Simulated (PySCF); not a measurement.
Two species compared at the same levels of theory.

First species: C6H6O.
Numbering: `[OH:1][C@:2]12[CH:3]=[CH:4][C@H:5]1[CH:6]=[CH:7]2` (hydrogens: H8 on O1; H9 on C3; H10 on C4; H11 on C5; H12 on C6; H13 on C7)

Structure used (GFN2-xTB), in Å, numbered top down from 1:
```xyz
13
C6H6O angstrom
O      1.9300   -0.5700   -0.4768
C      0.6091   -0.1698   -0.3316
C      0.2294    1.2927   -0.5304
C     -0.3576    1.3971    0.6569
C     -0.0837   -0.0361    1.0600
C     -1.1034   -1.0146    0.5176
C     -0.5215   -1.1342   -0.6707
H      2.1483   -0.5762   -1.4159
H      0.3795    1.9507   -1.3657
H     -0.9031    2.1720    1.1618
H      0.4160   -0.2447    1.9961
H     -2.0063   -1.3961    0.9558
H     -0.7412   -1.6704   -1.5748
```

Second species: C4H7N3OSi.
SMILES: `CC(=O)C1=NN([SiH3])N=C1`

Levels: CAM-B3LYP/def2-SVPD for dipole moment, HOMO energy, LUMO energy, HOMO–LUMO gap, static isotropic polarisability and electronic spatial extent ⟨r²⟩ about the centre of nuclear charge; TDDFT CAM-B3LYP/def2-SVPD for lowest singlet excitation; TDA CAM-B3LYP/def2-SVPD for lowest triplet excitation (Tamm–Dancoff); GFN2-xTB for rotational constant A and rotational constant C. Geometries: GFN2-xTB. Each species is one conformer at its optimised geometry, gas phase, non-relativistic unless stated. Electronic properties by PySCF.

Dipoles, sizes and rotational constants follow the conformer. The torsions of the flexible species, by atom-mapped SMILES:
- `[OH:1][C@:2]12[CH:3]=[CH:4][C@H:5]1[CH:6]=[CH:7]2`: H–O1–C2–C3 -74°
- `[CH3:1][C:2](=[O:3])[c:4]1[cH:5][n:6][n:7]([SiH3:8])[n:9]1`: C1–C2–C4–C5 180°

```tsv
property	column X	column Y
dipole moment	1.62 D	3.82 D
HOMO energy	-8.33 eV	-9.11 eV
LUMO energy	0.41 eV	-0.50 eV
HOMO–LUMO gap	8.74 eV	8.61 eV
lowest singlet excitation	5.38 eV	4.11 eV
lowest triplet excitation (Tamm–Dancoff)	3.70 eV	3.58 eV
static isotropic polarisability	64.9 au	95.0 au
electronic spatial extent ⟨r²⟩ about the centre of nuclear charge	567 bohr²	1652 bohr²
rotational constant A	4.122 GHz	3.679 GHz
rotational constant C	2.532 GHz	0.662 GHz
```

(1) Which column belongs to which species?

(2) How does each property change from the first species to the second?

## Answers

(1) Column X is the first species and column Y the second. The first has 13 atoms and 50 electrons, the second 16 and 74.

(2) dipole moment +2.20 D; HOMO energy -0.78 eV; LUMO energy -0.91 eV; HOMO–LUMO gap -0.13 eV; lowest singlet excitation -1.27 eV; lowest triplet excitation (Tamm–Dancoff) -0.12 eV; static isotropic polarisability +30.1 au; electronic spatial extent ⟨r²⟩ about the centre of nuclear charge +1085 bohr²; rotational constant A -0.443 GHz; rotational constant C -1.870 GHz.

On the first: The polarisability is 9.62 Å³ as a volume (1 au = 0.148185 Å³), or 1.30 au for each of the 50 electrons.

On the second: No computed singlet falls in the visible range (750 to 380 nm, 1.65 to 3.26 eV); S1 lies 0.85 eV above its blue end. The vertical singlet–triplet gap S1 − T1 is 0.53 eV (TDDFT singlet less Tamm–Dancoff triplet; S1: HOMO→LUMO, weight 0.89; T1: HOMO→LUMO, weight 0.87).
